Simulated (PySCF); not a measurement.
Radial density of Fe (iron, neutral)

UHF, [Ar] 3d8, high-spin 3F determinant (an excited configuration). Calculation: PySCF 2.14, in aug-cc-pVQZ-DK; the spin-free X2C one-electron Hamiltonian (Gaussian nucleus).

```tsv
r (bohr)	4πr²ρ (e/bohr)	4πr²(ρα − ρβ)
0.000995	0.2120	0.0000
0.00167	0.5349	0.0000
0.00281	1.322	-0.0001
0.00473	3.164	-0.0001
0.00796	7.136	-0.0003
0.0134	14.52	-0.0005
0.0225	24.70	-0.0008
0.0379	31.32	-0.0007
0.0637	27.18	0.0010
0.107	25.48	0.0128
0.180	34.85	0.1118
0.303	21.56	0.5964
0.510	13.77	1.6114
0.858	15.32	1.8776
1.44	5.027	0.8568
2.43	1.021	0.0941
4.08	0.1676	-0.0452
6.87	0.01394	-0.0103
11.6	0.0001335	-0.0001
```

Densities and radii are taken from the X2C orbitals without a picture-change correction, which distorts them close to the nucleus.

⟨S²⟩ = 2.08 against 2.00 shows spin contamination.

Question: Where is the radial spin density 4πr²(ρα − ρβ) most negative, and why is it negative at all?

Answer: Around r = 4.08 bohr, down to -0.0452 e/bohr: exchange with the open shell polarises the paired shells in an unrestricted calculation.
